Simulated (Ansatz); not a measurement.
The cluster Tl₂I⁺ was relaxed with PBE0-D4 (def2-SVP) in Ansatz in these states: charge +1 quintet, charge +1 singlet, charge +1 triplet. The geometries follow in no particular order.

In the def2 sets I, Tl take a core potential; there is no spin–orbit coupling.

A:

Cartesian coordinates in Å:
```
Tl 2.154 2.717 -1.746
Tl -2.165 -2.707 1.747
I 0.011 -0.010 -0.002
```

B:

```xyz
3

Tl   -0.175    1.678   -0.543
Tl   -1.253   -1.189   -0.343
I     1.428   -0.489    0.886
```

C:

```xyz
3

Tl   -2.6742   -0.7998   -1.0100
Tl    2.6539    1.2000    0.5730
I     0.0204   -0.4002    0.4370
```

Judge from the bond lengths which geometry belongs to which state (an estimate).

A is the charge +1 triplet (Tl2–I3 3.882 Å, Tl1–I3 3.882 Å); B is the charge +1 quintet (Tl2–I3 3.032 Å, Tl1–I3 3.050 Å); C is the charge +1 singlet (Tl2–I3 3.085 Å, Tl1–I3 3.085 Å).

The charge +1 triplet has come apart into loosely held pieces.
